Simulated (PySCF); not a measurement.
Mean polarisability (bohr³) of eight silicon and germanium compounds: PBE beside PBE0, computed with PySCF for isolated molecules in the bases named; differences from unrounded values. The eight are the first of their class met in an unordered collection, after screening for sound electronic states; none was chosen by its value. Each molecule has one DFT geometry for both levels.

| molecule | basis | PBE0 |
|---|---|---|
| Si(F)(H)2(OAc) (C₂H₅FO₂Si), SMILES CC(=O)O[SiH2]F | def2-TZVP | 52.7 |
| CH6ClFSi2, SMILES F[Si@H](Cl)C[SiH3] | def2-TZVP | 73.0 |
| C2H5ClOSi, SMILES O([SiH2]Cl)C=C | def2-TZVP | 64.8 |
| Si(CCH)(Cl)2(Me) (C3H4Cl2Si), SMILES C#C[Si](C)(Cl)Cl | def2-TZVP | 79.3 |
| C₂H₈FNSi₂, SMILES N1[Si@H]([Si@H](C1)C)F | def2-TZVP | 82.1 |
| C3H9FOSi, SMILES [Si@H](OC)(C)CF | def2-TZVP | 65.2 |
| C2H4N2OSi, SMILES N#C/N=C/O[SiH3] | def2-TZVP | 67.6 |
| Si(Cl)(F)2(NHMe) (CH4ClF2NSi), SMILES F[Si](F)(NC)Cl | def2-TZVP | 51.7 |

**Question.** Estimate the PBE values and say how PBE differs from PBE0 over the set. (The exact figures need the calculation; the answer reports its results.)

**Answer.** 
| molecule | PBE | difference |
|---|---|---|
| Si(F)(H)2(OAc) (C₂H₅FO₂Si), SMILES CC(=O)O[SiH2]F | 55.4 | 2.6 |
| CH6ClFSi2, SMILES F[Si@H](Cl)C[SiH3] | 75.8 | 2.8 |
| C2H5ClOSi, SMILES O([SiH2]Cl)C=C | 67.2 | 2.4 |
| Si(CCH)(Cl)2(Me) (C3H4Cl2Si), SMILES C#C[Si](C)(Cl)Cl | 82.0 | 2.7 |
| C₂H₈FNSi₂, SMILES N1[Si@H]([Si@H](C1)C)F | 85.4 | 3.3 |
| C3H9FOSi, SMILES [Si@H](OC)(C)CF | 68.0 | 2.7 |
| C2H4N2OSi, SMILES N#C/N=C/O[SiH3] | 70.8 | 3.2 |
| Si(Cl)(F)2(NHMe) (CH4ClF2NSi), SMILES F[Si](F)(NC)Cl | 54.1 | 2.4 |
PBE lies below PBE0 in 0 and above it in 8 of the eight; the mean signed difference is 2.8 and the largest 3.3 bohr³.
